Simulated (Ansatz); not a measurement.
`[NH]=[Ta]([NH2])([NH2])[F]` at its PBE0-D4/def2-TZVP geometry, where that method's forces vanish. Total charge 0; spin multiplicity 1. Ta: def2 effective core potential.

```json
{"atom": "N1", "x (Å)": "1.4307", "y (Å)": "-1.0572", "z (Å)": "-0.5140"}
{"atom": "Ta2", "x (Å)": "0.0587", "y (Å)": "0.0557", "z (Å)": "-0.5091"}
{"atom": "N3", "x (Å)": "0.5753", "y (Å)": "1.5366", "z (Å)": "0.7042"}
{"atom": "N4", "x (Å)": "-1.4744", "y (Å)": "-0.9885", "z (Å)": "0.1918"}
{"atom": "F5", "x (Å)": "-0.3926", "y (Å)": "0.7681", "z (Å)": "-2.2149"}
{"atom": "H6", "x (Å)": "2.2158", "y (Å)": "-1.6551", "z (Å)": "-0.7076"}
{"atom": "H7", "x (Å)": "1.4464", "y (Å)": "1.5998", "z (Å)": "1.2068"}
{"atom": "H8", "x (Å)": "-0.0344", "y (Å)": "2.2964", "z (Å)": "0.9726"}
{"atom": "H9", "x (Å)": "-1.4364", "y (Å)": "-1.9515", "z (Å)": "0.4862"}
{"atom": "H10", "x (Å)": "-2.3891", "y (Å)": "-0.6044", "z (Å)": "0.3840"}
```

Q: For each bond, give half the difference of the two atoms' forces along it (eV/Å; positive pushes the atoms apart) under PBE-D4, r2SCAN-D4, B3LYP-D4, ωB97M-V in def2-TZVPP. (An estimate is asked.)

A: Ansatz gave: 
| bond | length (Å) | PBE-D4 | r2SCAN-D4 | B3LYP-D4 | ωB97M-V |
| --- | --- | --- | --- | --- | --- |
| N1–Ta2 | 1.767 | 0.44 | 0.33 | 0.31 | -0.17 |
| N1–H6 | 1.006 | 0.00 | -0.15 | -0.22 | 0.02 |
| Ta2–N3 | 1.983 | -0.13 | 0.00 | 0.09 | 0.08 |
| Ta2–N4 | 1.983 | -0.13 | 0.00 | 0.09 | 0.08 |
| Ta2–F5 | 1.903 | 0.08 | -0.07 | 0.08 | 0.06 |
| N3–H7 | 1.008 | 0.20 | 0.00 | -0.05 | -0.02 |
| N3–H8 | 1.010 | 0.22 | 0.01 | -0.06 | -0.05 |
| N4–H9 | 1.008 | 0.20 | 0.00 | -0.05 | -0.02 |
| N4–H10 | 1.010 | 0.22 | 0.01 | -0.06 | -0.05 |

B3LYP here is the variant with VWN-RPA as its local correlation; programs differ in this.
